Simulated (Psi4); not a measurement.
C3H11ClSi2 (SMILES C[SiH](C)C[SiH2]Cl), singlet, at a GFN2-xTB geometry; CAM-B3LYP/def2-TZVP run with Psi4.

Psi4 was given this input:
```
memory 2 GB

molecule mol {
0 1
  Si    1.332575    0.666544    0.160789
  Cl    2.843152    0.073186    1.371533
  C    -0.049781   -0.625337    0.213145
  Si   -1.514822   -0.319432   -0.972830
  C    -2.819298   -1.679893   -0.708431
  C    -2.277638    1.383881   -0.618572
  H     1.887311    0.800515   -1.184433
  H     0.877264    1.962483    0.660787
  H    -0.430241   -0.694518    1.233671
  H     0.373379   -1.605628   -0.009947
  H    -1.028633   -0.364505   -2.363539
  H    -3.663551   -1.550576   -1.378716
  H    -2.405357   -2.666793   -0.892041
  H    -3.205328   -1.671438    0.307279
  H    -1.569882    2.179624   -0.828055
  H    -3.157711    1.556958   -1.230124
  H    -2.579079    1.478235    0.420771
}

set basis def2-tzvp
set reference rks

energy('cam-b3lyp')
print_variables()
```

The log (banner, timings and long lists left out):

```
   => Loading Basis Set <=

    Name: DEF2-TZVP
    Role: ORBITAL
    Keyword: BASIS

         ---------------------------------------------------------
                                   SCF
               by Justin Turney, Rob Parrish, Andy Simmonett
                          and Daniel G. A. Smith
                              RKS Reference
         ---------------------------------------------------------

  ==> Geometry <==

    Molecular point group: c1
    Full point group: C1

    Geometry (in Angstrom), charge = 0, multiplicity = 1:

       Center              X                  Y                   Z               Mass
    ------------   -----------------  -----------------  -----------------  -----------------
         SI           1.205452558331     0.661949930365     0.113178353143    27.976926534650
         CL           2.716029558331     0.068591930365     1.323922353143    34.968852682000
         C           -0.176903441669    -0.629931069635     0.165534353143    12.000000000000
         SI          -1.641944441669    -0.324026069635    -1.020440646857    27.976926534650
         C           -2.946420441669    -1.684487069635    -0.756041646857    12.000000000000
         C           -2.404760441669     1.379286930365    -0.666182646857    12.000000000000
         H            1.760188558331     0.795920930365    -1.232043646857     1.007825032230
         H            0.750141558331     1.957888930365     0.613176353143     1.007825032230
         H           -0.557363441669    -0.699112069635     1.186060353143     1.007825032230
         H            0.246256558331    -1.610222069635    -0.057557646857     1.007825032230
         H           -1.155755441669    -0.369099069635    -2.411149646857     1.007825032230
         H           -3.790673441669    -1.555170069635    -1.426326646857     1.007825032230
         H           -2.532479441669    -2.671387069635    -0.939651646857     1.007825032230
         H           -3.332450441669    -1.676032069635     0.259668353143     1.007825032230
         H           -1.697004441669     2.175029930365    -0.875665646857     1.007825032230
         H           -3.284833441669     1.552363930365    -1.277734646857     1.007825032230
         H           -2.706201441669     1.473640930365     0.373160353143     1.007825032230

  Running in c1 symmetry.

  Rotational constants: A =      0.13914  B =      0.02300  C =      0.02085 [cm^-1]
  Rotational constants: A =   4171.17150  B =    689.61301  C =    624.95538 [MHz]
  Nuclear repulsion =  425.778539727348630

  Charge       = 0
  Multiplicity = 1
  Electrons    = 74
  Nalpha       = 37
  Nbeta        = 37

  ==> Algorithm <==

  SCF Algorithm Type is DF.
  DIIS enabled.
  MOM disabled.
  Fractional occupation disabled.
  Guess Type is SAD.
  Energy threshold   = 1.00e-06
  Density threshold  = 1.00e-06
  Integral threshold = 1.00e-12

  ==> Primary Basis <==

  Basis Set: DEF2-TZVP
    Blend: DEF2-TZVP
    Number of shells: 116
    Number of basis functions: 270
    Number of Cartesian functions: 300
    Spherical Harmonics?: true
    Max angular momentum: 3

  ==> DFT Potential <==

   => LibXC <=

    Version 7.1.2
    S. Lehtola, C. Steigemann, M. J. T. Oliveira, and M. A. L. Marques,  SoftwareX 7, 1–5 (2018) (10.1016/j.softx.2017.11.002)

   => Composite Functional: CAM-B3LYP <=

    CAM-B3LYP Hyb-GGA Exchange-Correlation Functional

    T. Yanai, D. P. Tew, and N. C. Handy,  Chem. Phys. Lett. 393, 51 (2004) (10.1016/j.cplett.2004.06.011)

    Deriv               =              1
    GGA                 =           TRUE
    Meta                =          FALSE

    Exchange Hybrid     =           TRUE
    MP2 Hybrid          =          FALSE

   => Exchange Functionals <=

    0.3500         Becke 88 [omega = 0.3300]
    0.4600   Short-range recipe for B88 functional - erf [omega = 0.3300]

   => Exact (HF) Exchange <=

    0.4600            HF,LR [omega = 0.3300]
    0.1900               HF

[...]

  SCF_SUBTYPE=INCORE selected. In-core MEM_DF algorithm will be used.
  Using in-core AOs.

  ==> MemDFJK: Density-Fitted J/K Matrices <==

    J tasked:                   Yes
    K tasked:                   Yes
    wK tasked:                  Yes
    Omega:                3.300E-01
    Algorithm:                 Core
    Schwarz Cutoff:           1E-12
    Mask sparsity (%):      10.6859
    Fitting Condition:        1E-10

   => Auxiliary Basis Set <=

  Basis Set: (DEF2-TZVP AUX)
    Blend: DEF2-UNIVERSAL-JKFIT
    Number of shells: 255
    Number of basis functions: 807
    Number of Cartesian functions: 952
    Spherical Harmonics?: true
    Max angular momentum: 4

  Minimum eigenvalue in the overlap matrix is 5.4578230668E-04.
  Reciprocal condition number of the overlap matrix is 6.8619403827E-05.
    Using symmetric orthogonalization.

  ==> Pre-Iterations <==

  SCF Guess: Superposition of Atomic Densities via on-the-fly atomic UHF (no occupation information).

   -------------------------
    Irrep   Nso     Nmo
   -------------------------
     A        270     270
   -------------------------
    Total     270     270
   -------------------------

  ==> Iterations <==

                           Total Energy        Delta E     RMS |[F,P]|

   @DF-RKS iter SAD: -1159.45894555371683   -1.15946e+03   0.00000e+00
   @DF-RKS iter   1: -1159.71736369023574   -2.58418e-01   4.02596e-03 DIIS/ADIIS
   @DF-RKS iter   2: -1159.79703256127527   -7.96689e-02   3.39203e-03 DIIS/ADIIS
   @DF-RKS iter   3: -1160.23617235951610   -4.39140e-01   3.19857e-04 DIIS/ADIIS
   @DF-RKS iter   4: -1160.23938139976417   -3.20904e-03   1.01058e-04 DIIS/ADIIS
   @DF-RKS iter   5: -1160.23970152242805   -3.20123e-04   3.40830e-05 DIIS
   @DF-RKS iter   6: -1160.23974134028026   -3.98179e-05   6.68449e-06 DIIS
   @DF-RKS iter   7: -1160.23974324288474   -1.90260e-06   1.88775e-06 DIIS
   @DF-RKS iter   8: -1160.23974336708238   -1.24198e-07   2.71947e-07 DIIS
  Energy and wave function converged.

  ==> Post-Iterations <==

   Electrons on quadrature grid:
      Ntotal   =   74.0000799836 ; deviation = 7.998e-05

    Orbital Energies [Eh]
    ---------------------

    Doubly Occupied:

[...]
      37A     -0.350880

    Virtual:

[...]
    Final Occupation by Irrep:
              A
    DOCC [    37 ]
    NA   [    37 ]
    NB   [    37 ]

  @DF-RKS Final Energy: -1160.23974336708238

   => Energetics <=

    Nuclear Repulsion Energy =            425.7785397273486296
    One-Electron Energy =               -2447.2348465584441328
    Two-Electron Energy =                 929.2553724824095980
    DFT Exchange-Correlation Energy =     -68.0388090183965772
    Empirical Dispersion Energy =           0.0000000000000000
    VV10 Nonlocal Energy =                  0.0000000000000000
    Total Energy =                      -1160.2397433670821556

Computation Completed

Properties will be evaluated at   0.000000,   0.000000,   0.000000 [a0]

Properties computed using the SCF density matrix

 Multipole Moments:

 ------------------------------------------------------------------------------------
     Multipole            Electronic (a.u.)      Nuclear  (a.u.)        Total (a.u.)
 ------------------------------------------------------------------------------------

 L = 1.  Multiply by 2.5417464519 to convert [e a0] to [Debye]
 Dipole X            :         17.0229892          -17.7767759           -0.7537867
 Dipole Y            :          0.5616592           -0.6424467           -0.0807875
 Dipole Z            :          6.4957203           -6.6578753           -0.1621550
 Magnitude           :                                                    0.7752517

 ------------------------------------------------------------------------------------

  Variable Map:
  ----------------------------------------------------------------------------
[...]
  Array Variable Map:
  ----------------------------------------------------------------------------
[...]
[...]
```
